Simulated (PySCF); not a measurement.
Compound: 3-chloro-2-methylpropanoic acid, C4H7ClO2.
Numbering: `[CH3:1][C@@H:2]([CH2:3][Cl:4])[C:5](=[O:6])[OH:7]` (hydrogens: H8, H9, H10 on C1; H11 on C2; H12, H13 on C3; H14 on O7)

Computed geometry: GFN2-xTB, gas phase.

**Question.** What internal coordinates does the optimisation give?

**Answer.** 
```json
{"bond": "C1–C2", "length (bohr)": "2.896", "order": "single"}
{"bond": "C2–C3", "length (bohr)": "2.879", "order": "single"}
{"bond": "C3–Cl4", "length (bohr)": "3.362", "order": "single"}
{"bond": "C2–C5", "length (bohr)": "2.866", "order": "single"}
{"bond": "C5=O6", "length (bohr)": "2.269", "order": "double"}
{"bond": "C5–O7", "length (bohr)": "2.525", "order": "single"}
{"bond": "C1–H8, C1–H9, C1–H10", "length (bohr)": "2.054", "order": "single"}
{"bond": "C2–H11", "length (bohr)": "2.067", "order": "single"}
{"bond": "C3–H12", "length (bohr)": "2.059", "order": "single"}
{"bond": "C3–H13", "length (bohr)": "2.060", "order": "single"}
{"bond": "O7–H14", "length (bohr)": "1.834", "order": "single"}
```

Bonds in one row agree within 0.02 bohr and their mean is given. Orders are formal, as drawn. A selection of angles:
```json
{"angle": "C2–C1–H8", "degrees": "109.7"}
{"angle": "H8–C1–H9", "degrees": "108.8"}
{"angle": "C1–C2–C3", "degrees": "111.9"}
{"angle": "C1–C2–C5", "degrees": "108.2"}
{"angle": "C1–C2–H11", "degrees": "109.0"}
{"angle": "C3–C2–C5", "degrees": "109.5"}
{"angle": "C3–C2–H11", "degrees": "110.1"}
{"angle": "C5–C2–H11", "degrees": "108.1"}
{"angle": "C2–C3–Cl4", "degrees": "110.6"}
{"angle": "C2–C3–H12", "degrees": "110.9"}
{"angle": "C2–C3–H13", "degrees": "111.1"}
{"angle": "Cl4–C3–H12", "degrees": "107.5"}
{"angle": "Cl4–C3–H13", "degrees": "107.1"}
{"angle": "H12–C3–H13", "degrees": "109.4"}
{"angle": "C2–C5–O6", "degrees": "125.7"}
{"angle": "C2–C5–O7", "degrees": "111.4"}
{"angle": "O6–C5–O7", "degrees": "122.9"}
{"angle": "C5–O7–H14", "degrees": "110.7"}
```

Dihedral angles: C1–C2–C3–Cl4 -66° (synclinal); C1–C2–C5–O6 -103° (anticlinal); H14–O7–C5–C2 -178° (antiperiplanar).

The 2 C–O bonds span 1.201 Å (C5=O6, drawn double) to 1.336 Å (C5–O7, drawn single), a spread of 0.135 Å. Of the pairs four or more bonds apart, Cl4···H8 is among the closest relative to their van der Waals radii: 2.77 Å, 94 % of the sum of Bondi's values. O7 (acid hydroxyl oxygen) is bent (angle 110.7°).

Point group: C1 (no symmetry element, even within 0.4 Å). No frequency check. One conformer, not necessarily the lowest (C1–C2–C3–Cl4 -66°, C1–C2–C5–O6 -103°, C2–C5–O7–H -178°).
